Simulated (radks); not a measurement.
Results of a calculation; reference values are marked as such.
Problem. All-electron atom: Ba4+ in [Kr] 4d10 5s2 5p4. Code: a radial shooting solver on a logarithmic mesh with Libxc functionals. Model: Dirac Kohn-Sham, exchange-only LDA, spin-unpolarised, spherical densities, finite nucleus; open shells fill j = l - 1/2 first; Fermi nuclear charge, rms radius 4.8378 fm. Some entries of the table are withheld. Estimate them.

orbital,occ.,eigenvalue (eV),r(max) (bohr)
1s1/2,2,-37224.01,0.01644
2s1/2,2,-5914.328,0.09311
2p1/2,2,-5576.243,0.07108
2p3/2,4,-5195.021,0.07616
3s1/2,2,-1277.804,0.2669
3p1/2,2,-1135.548,0.2533
3p3/2,4,-1061.901,0.2645
3d3/2,4,(1),0.2131
3d5/2,6,(2),0.2163
4s1/2,2,-280.5522,(3)
4p1/2,2,-228.7998,0.6369
4p3/2,4,-213.2938,0.6614
4d3/2,4,-128.5455,0.6903
4d5/2,6,-125.9034,0.6985
5s1/2,2,-68.7467,1.445
5p1/2,2,-54.2808,(4)
5p3/2,2,-51.7690,(5)
4f5/2,0,-34.0810,0.8022
4f7/2,0,-33.8564,0.8077
6s1/2,0,-26.7196,3.145

Solution. 
(1) 3d3/2 eigenvalue (eV): -811.2379
(2) 3d5/2 eigenvalue (eV): -795.5206
(3) 4s1/2 r(max) (bohr): 0.6252
(4) 5p1/2 r(max) (bohr): 1.574
(5) 5p3/2 r(max) (bohr): 1.635
